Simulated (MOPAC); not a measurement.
MOPAC input (MNDO):

```
MNDO 1SCF CHARGE=1 GEO-OK AUX(PRECISION=9) THREADS=1
H3Si2

Si    1.35693360 1   -0.00146745 1   -0.04150920 1
Si   -1.05179259 1    0.00113746 1    0.03217480 1
H    -1.43164850 1    1.40291342 1   -0.25629229 1
H    -1.38277417 1   -0.43938540 1    1.40653663 1
H    -1.45755147 1   -0.95890811 1   -1.01956274 1
```

Q: What heat of formation does the run end on, and which ionisation energy by Koopmans theorem?

A: 280.31 kcal/mol; 12.76 eV.
